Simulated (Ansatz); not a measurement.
`[OH][In]([F])[Br]` and `OB(F)Br` differ in one element.

Ansatz, PBE0-D4/def2-TZVP geometries, multiplicity 1. Each molecule was computed in one conformer, which needn't be the lowest.

Elements past krypton have def2 core potentials. Scalar relativity is left out up to krypton.

| property | `[OH][In]([F])[Br]` |
| --- | --- |
| LUMO energy (PBE/def2-TZVPP) / eV | -3.60 |
| LUMO energy (B3LYP/def2-TZVPP) / eV | -3.06 |
| HOMO–LUMO gap (PBE0/def2-TZVPP) / eV | 6.23 |
| HOMO energy (B3LYP/def2-TZVPP) / eV | -8.67 |
| LUMO energy (ωB97M-V/def2-TZVPP) / eV | -0.77 |
| LUMO energy (PBE0/def2-TZVPP) / eV | -2.71 |

Task: What does the change do to each property? (An estimate is asked.)

Result: Ansatz gave: 
```csv
property,`OB(F)Br`,shift
LUMO energy (PBE/def2-TZVPP) / eV,-0.79,2.81
LUMO energy (B3LYP/def2-TZVPP) / eV,-0.01,3.05
HOMO–LUMO gap (PBE0/def2-TZVPP) / eV,9.06,2.83
HOMO energy (B3LYP/def2-TZVPP) / eV,-8.54,0.13
LUMO energy (ωB97M-V/def2-TZVPP) / eV,1.80,2.57
LUMO energy (PBE0/def2-TZVPP) / eV,0.24,2.95
```

With PBE0 the HOMO rises by 0.12 eV and the LUMO rises by 2.95 eV, so the gap widens by about 2.83 eV. PBE moves the HOMO by 0.15 eV and ωB97M-V by 0.10 eV.

B3LYP here is the variant with VWN-RPA as its local correlation; programs differ in this.

Spin–orbit coupling is left out; it splits and shifts lone-pair levels of the heavy atoms by tenths of an eV.
